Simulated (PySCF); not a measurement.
**Polarisability and C₆ of Sc (scandium, neutral)**

[Ar] 3d1 4s2, 2D determinant. Calculation: PySCF 2.14, in aug-cc-pVQZ-DK; the spin-free X2C one-electron Hamiltonian (Gaussian nucleus). Coupled (time-dependent) response in atomic units; α is the mean over directions.

| method | mean α (bohr³) | α xx, yy, zz | C₆ (like pair) | S(−4) |
| --- | --- | --- | --- | --- |
| PBE | 124.0 | 120.7, 120.7, 130.6 | 1521 | 8353 |

S(−4) is the Cauchy moment in α(ω) = α(0) + S(−4) ω² + …

Reference α: 97 ± 10 bohr³ (recommended; Schwerdtfeger and Nagle, table of static dipole polarizabilities (2023 update)). Published C₆: 1383 (Chu and Dalgarno (2004); Tang, Norbeck and Certain (1976)).

α(iu) at PBE:

```
u (hartree)  α(iu) (bohr³)
          0          124.0
     0.0500          106.6
      0.100          76.48
      0.200          38.07
      0.300          22.12
      0.500          10.71
      0.750          6.100
       1.00          4.139
       1.50          2.377
       2.00          1.564
       3.00         0.8252
       5.00         0.3438
```

A single London oscillator, α(iu) = α/(1 + u²/ω²), gives C₆ = (3/4) ω α². Matching the computed C₆ needs ω = 4 × 1521 / (3 × 124.0²) = 0.132 hartree.

The components differ because the open shell of this determinant is not spherical; for a pure term their mean is the scalar polarisability.

⟨S²⟩ = 1.04 against 0.75 shows spin contamination.
